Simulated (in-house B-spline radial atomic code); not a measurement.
## Binding energies in Rb IX (Rb8+)

NIST's tabulated ground configuration is [Ar] 3d10 4s1; each binding energy is the energy of the ion with one electron taken from that subshell, relaxed, less that of the parent. All numbers are computed (Dirac-Hartree-Fock, average of configuration; Fermi nucleus of rms radius 4.2036 fm) with a radial B-spline atomic code at the basis-set limit, not measured. Energies include first-order Breit, QED and recoil terms.

```csv
subshell,X-ray name,binding energy (eV),-ε (eV),relaxation (eV)
2p1/2,L2,2013,2039.8,23.7
2p3/2,L3,1953.1,1978.4,23.1
3p1/2,M2,392.9,397.4,4.1
3p3/2,M3,383.5,387.7,3.9
3d3/2,M4,253.5,257.9,4.4
3d5/2,M5,252,256.3,4.3
4s,N1,149.4,149.6,0.1
```

Relaxation = -ε minus the binding energy without Breit, QED and recoil terms.

Emission lines follow as differences of binding energies, with λ = 12398.42 eV·Å / E:

| line | holes | energy (eV) | wavelength (Å) |
| --- | --- | --- | --- |
| L3-M5 | 2p3/2 → 3d5/2 | 1701.1 | 7.2885 |
| L2-M4 | 2p1/2 → 3d3/2 | 1759.5 | 7.0466 |

What does it cost to remove both a 2p3/2 and a 3p1/2 electron?

2394.1 eV, which is 48.12 eV more than the two single binding energies together.

What does it cost to remove both a 3p3/2 and a 3d5/2 electron?

672.65 eV, which is 37.11 eV more than the two single binding energies together.

What does it cost to remove both a 2p3/2 and a 2p1/2 electron?

4074.7 eV, which is 108.6 eV more than the two single binding energies together.
